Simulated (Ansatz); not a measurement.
Computed with Ansatz on PBE0-D4/def2-TZVP structures; ΔE is electronic, products minus reactants. CCSD(T)/CBS is the MP2 limit (def2-TZVPP, def2-QZVPP) plus CCSD(T) − MP2 in def2-TZVPP, frozen cores. This one scheme is used for every species. Functionals use def2-TZVPP. Each species was taken in one conformer, which may not be the lowest.

Consider the formal exchange of groups at a B–C bond: `OBCF` + `[F][AlH2]` → `O[BH][AlH][F]` + `CF`.

`OBCF`:

Cartesian coordinates in Å:
```
O 0.082 -1.607 -0.070
B 0.139 -0.369 0.471
C -0.172 0.837 -0.487
F -0.093 2.064 0.157
H 0.279 -2.309 0.554
H 0.414 -0.208 1.628
H -1.177 0.742 -0.919
H 0.527 0.850 -1.334
```

`[F][AlH2]`:

```xyz
4

F     0.291   -1.275   -0.912
Al   -0.010    0.044    0.032
H     0.642    1.407   -0.416
H    -0.924   -0.175    1.296
```

`O[BH][AlH][F]`:

Z-matrix (Å, degrees):
```
B
Al 1 2.147
O 1 1.355 2 118.0
H 1 1.209 2 124.2 3 180.0
F 2 1.659 1 117.1 3 109.6
H 2 1.588 1 128.4 3 -71.9
H 3 0.963 1 113.9 2 -179.6
```

`CF`:

Z-matrix (Å, degrees):
```
C
F 1 1.376
H 1 1.092 2 109.1
H 1 1.092 2 109.1 3 -120.0
H 1 1.092 2 109.1 3 120.0
```

| level | ΔE (kJ/mol) |
| --- | --- |
| r2SCAN-D4 | 39.4 |
| r2SCAN | 39.3 |

What does CCSD(T)/CBS give? (Estimate.)

Ansatz gave: +35.1 kJ/mol. The listed levels differ from it by 4.3, 4.2 kJ/mol.

What do rigid-rotor, harmonic-oscillator terms from PBE0-D4/def2-TZVP frequencies (298.15 K, 1 bar) make of the CCSD(T)/CBS value? (Best estimate.)

The calculation gave: ΔZPE = +8.4 kJ/mol, ΔH = +45.0 kJ/mol, ΔS = 14 J/(mol·K), ΔG = +40.9 kJ/mol. Modes under 50 cm⁻¹ make the entropy rough.

Largest T1 diagnostic among the species: 0.014.

From PBE to PBE0 (25 % exact exchange), in def2-TZVPP and without D4, ΔE moves by +3.1 kJ/mol. Leaving LDA and LC-ωPBE aside and taking each functional with its dispersion term where it has one, the values, not all of them listed here, spread over 21.0 kJ/mol, from PBE-D4 to B97M-V. LDA lies +9.9 kJ/mol from PBE without D4. At CCSD(T), def2-SVP lies +3.6 kJ/mol from the extrapolated value and def2-TZVPP +0.2 kJ/mol.
